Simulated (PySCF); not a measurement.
In(Br)(OH)(OMe) (CH4BrInO2), SMILES C[O][In]([OH])[Br]. Atoms are numbered in the order given.

```xyz
9

In     0.2319     0.3924     0.0000
Br    -0.3504    -2.0036     0.0000
O      2.1338     0.9741     0.0000
H      2.7314     0.2162     0.0000
O     -1.2404     1.7196     0.0000
C     -1.0113     3.1015     0.0000
H     -0.4594     3.4546    -0.8919
H     -1.9904     3.6115     0.0000
H     -0.4594     3.4546     0.8919
```
Charge 0, spin multiplicity 1.

Geometry: PBE0-D3(BJ)/def2-SVP. The structure was generated by enumeration; whether it is a known compound was not checked. The def2 effective core potentials stand for the cores of In; spin–orbit coupling is left out. One conformer was computed; it need not be the lowest.

The numbers are results of PySCF with HF/def2-TZVP, not measurements.

Symmetry labels are those of the subgroup Cs that the program uses (full group Cs).

**Question.** List the valence orbital energies around the gap with their symmetry. (The exact figures need the calculation; the answer reports its results.)

**Answer.** 
```json
[
 {"orbital": "HOMO−7", "symmetry": "A'", "energy (eV)": "-16.14"},
 {"orbital": "HOMO−6", "symmetry": "A'", "energy (eV)": "-14.64"},
 {"orbital": "HOMO−5", "symmetry": "A\"", "energy (eV)": "-13.50"},
 {"orbital": "HOMO−4", "symmetry": "A'", "energy (eV)": "-12.59"},
 {"orbital": "HOMO−3", "symmetry": "A'", "energy (eV)": "-12.03"},
 {"orbital": "HOMO−2", "symmetry": "A\"", "energy (eV)": "-11.96"},
 {"orbital": "HOMO−1", "symmetry": "A\"", "energy (eV)": "-11.63"},
 {"orbital": "HOMO", "symmetry": "A'", "energy (eV)": "-11.53"},
 {"orbital": "LUMO", "symmetry": "A'", "energy (eV)": "0.95"},
 {"orbital": "LUMO+1", "symmetry": "A\"", "energy (eV)": "1.23"},
 {"orbital": "LUMO+2", "symmetry": "A'", "energy (eV)": "2.39"},
 {"orbital": "LUMO+3", "symmetry": "A'", "energy (eV)": "2.65"}
]
```
